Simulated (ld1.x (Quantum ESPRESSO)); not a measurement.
**What one change does to a pseudopotential (Mn, TM semilocal)**

ld1.x (Quantum ESPRESSO) 7.5 input, shortened:

```
&input
   title='Mn', zed=25., rel=0, dft='PBESOL', iswitch=3,
   config='[Ar] 3d5 4s1 4p1'
 /
 &inputp
   pseudotype=1, tm=.true., lloc=0,
   nlcc=.false.
 /
3
4P  2  1   1.00   0.00  2.15  2.15  0.0
3D  3  2   5.00   0.00  1.50  1.50  0.0
4S  1  0   1.00   0.00  2.00  2.00  0.0
 &test
   configts(1)='3d5 4s1 4p1'
 /
```

Change: all radii scaled by about 1.24 (s 2.48, p 2.68, d 1.86 bohr).

Cutoffs: the cutoffs (Ry, on a coarse ladder) from which the occupation-weighted sum of valence levels, in a spherical-Bessel basis at the reference potential, stays within 10 and 1 mRy of its value at 400 Ry; they do not see the model core or the augmentation charge, which bear on the density cutoff. Errors are all-electron minus pseudo energies relative to the spin-unpolarised reference configuration.

Problem. How do hardness, ghosts and transferability respond?

Solution. The potential gets softer (100 Ry and 120 Ry → 70 Ry and 110 Ry); of the 7 tests that both files solve, the error grows in 2 and shrinks in 1 by more than 15 % and 0.3 meV (median size 6.9 → 6.3 meV); neither file shows a bound ghost. A larger radius leaves more room for a smooth pseudo-wave, so fewer plane waves are needed. A semilocal file is local in each channel, so a ghost entry of none says nothing of the separable form that plane-wave codes build from it.

| quantity | base | changed |
| --- | --- | --- |
| cutoff, loose | 100 Ry | 70 Ry |
| cutoff, tight | 120 Ry | 110 Ry |
| loose cutoff by channel (10 mRy a level) | p 6 Ry, d 90 Ry, s 6 Ry | p 6 Ry, d 60 Ry, s 6 Ry |
| bound ghosts | none | none |
| error for 3d5 4s2 4p0, meV [ΔE -3.77 eV] | +2.0 | +1.8 |
| error for 3d5 4s1 4p0, meV [ΔE 4.55 eV] | -1.7 | -2.0 |
| error for 3d5 4s0 4p0, meV [ΔE 19.87 eV] | +33 | +37 |
| error for 3d5.5 4s1.5 4p0, meV [ΔE -4.40 eV] | -21 | -32 |
| error for 3d5 4s0 4p2, meV [ΔE 3.95 eV] | +4.0 | +3.0 |
| error for 3d5 4s0 4p1, meV [ΔE 9.17 eV] | +6.9 | +6.3 |
| error for 3d4 4s0 4p0, meV [ΔE 52.55 eV] | +23 | +21 |
